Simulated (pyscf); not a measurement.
This saddle point was located with ωB97X-D3(BJ)/def2-SVP in PySCF.

```xyz
10

C      0.5086    -0.1950     0.0777
C     -0.1376    -0.8213     1.1170
B     -1.1042     0.6334     0.4873
H     -0.5337     1.6609     0.1631
H      0.3450    -0.5014    -0.9575
H      1.3641     0.4570     0.2653
H     -0.8315    -1.6451     0.9382
H      0.1943    -0.6757     2.1468
H     -1.4339     0.8162     1.6456
H     -1.9520     0.2205    -0.2726
```
Charge 0, spin multiplicity 1.

Surface: singlet, charge 0. Lowest wavenumbers (cm⁻¹): 166i, 407, 541, 646, 691.

Name the species on either side of this saddle.

`[BH2][CH2][CH3]` <-> `[BH2][CH2][CH3]`, a multi-bond step read from left to right: C–H, B–C, B–H broken and B–C, C–H, B–H formed. At CCSD(T)/def2-TZVPP + ΔMP2(QZVPP) it lies +23.7 kcal/mol from the left side and +23.7 kcal/mol from the right (each side as separated species at their lowest minima found). On the reactant side the descent ends in a point that may be a rotor saddle (no frequency run), 2.8 kcal/mol over the lowest minimum found and 22.0 kcal/mol under the saddle at ωB97X-D3(BJ)/def2-TZVP. On the product side the descent ends in a point that may be a rotor saddle (no frequency run), 2.8 kcal/mol over the lowest minimum found and 22.0 kcal/mol under the saddle at ωB97X-D3(BJ)/def2-TZVP. H₂B–CH₂–CH₃ lies 15.0 kcal/mol over its isomer H₃C–BH–CH₃ (electronic energy, ωB97M-D3(BJ)/def2-TZVP). One saddle was located; it need not be the lowest between these sides. The CCSD(T) − MP2 part came from Ansatz, without density fitting, on the same reference.
